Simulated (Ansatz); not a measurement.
Single points on WOF₅H⁻, that is W(OH)F5 with one electron more.

```yaml
crystal:
  periodic: [false, false, false]
  atoms:
    - {symbol: W, position_ang: [0.024172, -0.019676, -0.309944]}
    - {symbol: O, position_ang: [-0.115613, 0.094227, 1.516132]}
    - {symbol: H, position_ang: [-0.191717, 0.155961, 2.473954]}
    - {symbol: F, position_ang: [0.164831, -0.134752, -2.158813]}
    - {symbol: F, position_ang: [1.883901, -0.037075, -0.238088]}
    - {symbol: F, position_ang: [-1.824851, -0.010608, -0.522771]}
    - {symbol: F, position_ang: [0.051585, 1.832224, -0.494195]}
    - {symbol: F, position_ang: [0.007692, -1.880302, -0.266275]}
basis:
  gaussian: {orbitals: def2-TZVPD, initial_orbitals: start.molden}
total_charge: -1
magnetization: {spin_polarized: true, initial_magnetization: 1}
hamiltonian: {xc: pbe, dispersion: d4}
scf: {omitted_lower_state_checks: [starts]}
output: {orbitals: {seedname: orbitals}}
```

The file start.molden holds the orbitals of an earlier run on this structure, at another level or in another basis.

```sh
$ ansatz run in.yaml --threads 4 --pin off --events-out ev --progress --plain --max-ram 4787MiB
```

Shortened log:

```
Functional definition: PBE
1566 factors; their error is unknown
mean field evaluation 1: about -17476.4924 eV, gradient 9.9e0 eV
mean field evaluation 2: about -17476.7698 eV, gradient 2.6e-1 eV
mean field evaluation 4: about -17476.7650 eV, gradient 1.5e-3 eV
mean field evaluation 8: about -17476.7650 eV, gradient 1.2e-5 eV
mean field -17476.76498172 eV, -642.2592669015 hartree, gradient 7.0e-6 eV, S^2 0.751852; 0 other end points of the search recorded, 0 dependent functions left out
reference -17476.76504326 eV, -642.2592691629 hartree; 35, 34 occupied and 257, 258 virtual orbitals, 1566 factors
Total energy: -17476.96591384 eV, -642.2666510207 hartree
Checks for a lower state left out: starts
```

It took 18 s on 4 threads of Arm Neoverse V2 on a shared host, peak host memory 1.1 GiB.

As the first input, with `gaussian: {orbitals: def2-TZVPD}`, `hamiltonian: {xc: pbe0, dispersion: d4}` (abridged; 30 s):

```
Functional definition: PBE0
mean field evaluation 16: about -17474.8918 eV, gradient 7.1e-4 eV
mean field evaluation 32: about -17474.8918 eV, gradient 5.9e-5 eV
mean field -17474.89176650 eV, -642.1904275118 hartree, gradient 5.6e-6 eV, S^2 0.752243
Total energy: -17475.06049079 eV, -642.1966280153 hartree
Checks for a lower state left out: starts
```

The first input with `hamiltonian: {xc: {name: BHLYP}, dispersion: d4}` (abridged; 51 s):

```
Functional definition: BHLYP
mean field -17480.65090039 eV, -642.4020717786 hartree, gradient 1.2e-6 eV, S^2 0.752319
Total energy: -17480.90899442 eV, -642.4115565591 hartree
Checks for a lower state left out: starts
```

Geometry: B3LYP-D4/def2-SVP, that of the neutral singlet.

In the def2 sets W takes a core potential; there is no spin–orbit coupling. At PBE-D4/def2-TZVPD, PBE0-D4/def2-TZVPD the highest occupied level of the charge -1 doublet lies above zero (up to 2.14 eV). By energy differences its removal costs 1.30 eV (vertical, to the charge 0 singlet, at PBE-D4/def2-TZVPD); a positive level beside a positive removal energy at the same level points to self-interaction error. At PBE-D4/def2-TZVPD the gap within one spin of the charge -1 doublet nearly closes, so an electron or hole may be smeared out by delocalisation error.
